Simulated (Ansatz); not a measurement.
Two structures of CH$_{9}$GeN, singlet, reached by relaxing down either side of one saddle point (PBE0-D4/def2-TZVP). Energies are electronic, without zero-point energy. Computed with Ansatz 0.2.0 (basis: def2-TZVPP and def2-QZVPP); correlated methods freeze the cores. Filled d shells of the heavier atoms are correlated. The def2 sets are not built for correlating such inner shells, so the correlated values are less sure here. Extrapolation: Hartree–Fock as exp(−7.88 √X), correlation as X^−2.97. First:

```xyz
12
angstrom
Ge -1.4116 0.8762 0.2650
N 0.1508 0.2655 -0.4911
C 0.3221 -1.1670 -0.6407
H -2.6778 0.3834 -0.4784
H -1.3584 2.4104 0.2361
H -1.4504 0.3399 1.7048
H 2.1458 0.4538 1.1347
H 2.7319 0.3658 1.5943
H 0.3958 0.7608 -1.3369
H -0.3644 -1.6386 -1.3591
H 0.1714 -1.6556 0.3261
H 1.3448 -1.3947 -0.9547
```

Second:

```
12
angstrom
Ge -1.1142 1.1230 1.3582
N 0.8237 0.0943 -0.8967
C 0.6641 -1.3499 -0.8896
H -1.9346 0.3879 0.2916
H -0.4597 2.3834 0.7829
H -2.0840 1.5608 2.4795
H 1.7838 0.3525 -0.7082
H -0.0691 0.1910 1.9827
H 0.5859 0.4797 -1.8016
H -0.3828 -1.5978 -1.0787
H 0.9090 -1.7347 0.1030
H 1.2779 -1.8903 -1.6231
```

Question: Which bonds change from the first to the second?

Answer: CH₇GeN ([CH3][NH][GeH3]) + H₂ → CH₅N ([CH3][NH2]) + GeH₄; bonds formed: Ge1–H8, N2–H7; bonds broken: Ge1–N2, H7–H8.

Question: Give the saddle point's structure and its height above each. (Judge from chemistry; the value comes from the calculation.)

Answer: Computed: 45.01 kcal/mol above the first and 51.78 kcal/mol above the second (CCSD(T) at an estimated basis limit (MP2 extrapolated from triple and quadruple zeta, plus CCSD(T) − MP2 in triple zeta)).
Ge1  (-0.848, 0.962, 0.669)
N2  (0.484, 0.129, -0.551)
C3  (0.385, -1.320, -0.692)
H4  (-2.037, 0.770, -0.345)
H5  (-0.708, 2.475, 0.847)
H6  (-1.224, 0.111, 1.884)
H7  (1.179, 0.472, 0.330)
H8  (1.100, 0.891, 1.441)
H9  (0.572, 0.601, -1.448)
H10  (-0.583, -1.621, -1.098)
H11  (0.503, -1.765, 0.300)
H12  (1.176, -1.706, -1.336)
(Å)

The T1 diagnostic stays at or below 0.013.

Labels in which every atom is bracketed show which atoms are joined, not bond orders.

For scale, one of the runs: CCSD(T)/def2-TZVPP, 236 basis functions, launched by `ansatz run in.yaml --threads 4 --pin off --events-out ev --progress --plain --max-ram 9574MiB`. The run took 36 s on 4 CPU threads of an AMD EPYC 9R45 (shared host), with 4.5 GiB of host memory at its peak.
